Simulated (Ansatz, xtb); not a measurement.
# Isomers of C6H7NO2 in order of energy

8 gas-phase structures of C6H7NO2, from a drawn sample of its isomers (lower ones may exist). Each was relaxed with GFN2-xTB; where two conformers were screened, the lower at r2SCAN-D4/def2-SVP is listed:

A. `C=C(/C=C\C=O)/N=C\O`, a singlet
B. `CC(/C=C/C=O)=N/C=O`, a singlet
C. `CC(/C=C\C=O)=N\C=O`, a singlet
D. `C=C(/C=C/C=O)/N=C\O`, a singlet
E. `C=C(/C=C/C=O)/N=C/O`, a singlet
F. `C=C(/C=C\C=O)NC=O`, a singlet
G. `CC(/C=C/C=O)=N\C=O`, a singlet
H. `CC(/C=C\C=O)=N/C=O`, a singlet

Task: Which do you expect lowest at r2SCAN-D4/def2-SVP, and how would the others follow?

Result: Calculated order at r2SCAN-D4/def2-SVP: F (0.0), G (50.8), B (52.9), E (61.2), D (72.2), C (75.7), H (77.5), A (87.6) kJ/mol. Less than 1 kcal/mol parts G and B; D and C; C and H, so the order within those pairs means little.

Energies above the lowest of each column, in kJ/mol; the last columns are at PBE-D3(BJ)/def2-SVP geometries and were run for some of them only (a dash: not run or not comparable):

| structure | GFN2-xTB | HF/STO-3G | r2SCAN-D4/def2-SVP | PBE-D3(BJ)/def2-SVP | CCSD(T)/def2-SVP + ΔMP2/def2-TZVPP |
| --- | --- | --- | --- | --- | --- |
| F | 0.0 | 0.0 | 0.0 | 0.0 | 0.0 |
| G | 9.1 | 4.8 | 50.8 | 50.4 | 19.6 |
| B | 9.6 | 6.7 | 52.9 | 52.6 | 22.0 |
| E | 31.4 | 33.7 | 61.2 | 66.9 | 33.1 |
| D | 34.1 | 47.4 | 72.2 | 76.0 | 40.3 |
| C | 17.7 | 19.3 | 75.7 | – | – |
| H | 21.8 | 21.9 | 77.5 | – | – |
| A | 32.7 | 52.0 | 87.6 | – | – |

Every level run on F puts it lowest or level with the lowest. Some further structures that were screened fall inside this span and aren't listed. Flexible structures stand in one conformer each, not always the lowest. Frequencies (GFN2-xTB) were run for B, D, E, F, G alone. The ΔMP2 step shifts differences by up to 14.1 kJ/mol, which makes them less sure. ΔMP2 is the change of the MP2 energy from the smaller to the larger basis.

Over these structures GFN2-xTB departs from r2SCAN-D4/def2-SVP by 13.1 kJ/mol on average once a common shift is removed. A GFN2-xTB relaxation took about 0.62 s and the r2SCAN-D4/def2-SVP energy about 8.7 s on a shared host (Ansatz 0.2.0, xtb 6.7.1).
